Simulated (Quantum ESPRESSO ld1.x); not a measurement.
Values are calculated unless marked as measured or tabulated.
Hg III, configuration [Xe] 4f14 5d10. Level of theory: non-relativistic Kohn-Sham, PBE, spin-unpolarised, spherical densities, point nucleus; relativity is left out, which matters for an element this heavy (ld1.x of Quantum ESPRESSO 7.5). Some entries of the table are withheld. Estimate them.

| orbital | occ. | eigenvalue (hartree) | r(max) (bohr) | <r^2> (bohr^2) |
|---|---|---|---|---|
| 1s | 2 | -2757.58 | 0.01256 | 0.0004784 |
| 2s | 2 | -462.170 | 0.06824 | 0.007435 |
| 2p | 6 | -444.600 | 0.05291 | 0.005483 |
| 3s | 2 | -109.298 | 0.1863 | 0.04593 |
| 3p | 6 | -100.990 | 0.1752 | 0.04225 |
| 3d | 10 | -85.4878 | 0.1375 | 0.03250 |
| 4s | 2 | -23.9116 | 0.4148 | 0.2191 |
| 4p | 6 | -20.3061 | 0.4137 | 0.2243 |
| 4d | 10 | -13.6686 | 0.4058 | 0.2350 |
| 4f | 14 | -4.74208 | (1) | 0.2669 |
| 5s | 2 | -4.06683 | 0.9151 | 1.123 |
| 5p | 6 | -2.90546 | 0.9682 | (2) |
| 5d | 10 | -1.08751 | 1.150 | 2.357 |

Answer. 
(1) 4f r(max) (bohr): 0.3615
(2) 5p <r^2> (bohr^2): 1.327
